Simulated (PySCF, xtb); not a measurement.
ClHSi, SMILES [SiH]Cl (connectivity only; charge and spin as stated), charge -1, multiplicity 2.

The structure is a stationary point at B3LYP-D3(BJ)/def2-TZVPD. The multiplicity is an assumed one; other spin states were not compared. The isomer is the one that the SMILES or the coordinates give; other isomers of the formula were not compared.

Computed with IEF-PCM-M06-2X/def2-TZVPD run with PySCF.

The values are the electrostatic part of the solvation free energy, E(continuum) − E(gas) at the gas-phase geometry, in a cavity of scaled van der Waals radii (PySCF's table); cavitation and dispersion terms are not included.

| solvent | ε | ΔG(elec) (kcal/mol) |
|---|---|---|
| water | 78.36 | -53.7 |
| 1-octanol | 9.86 | -48.8 |
| benzene | 2.27 | -30.2 |

For comparison, GFN2-xTB/ALPB(water) (xtb, at the GFN2-xTB geometry, all terms of that model) gives -62.1 kcal/mol.
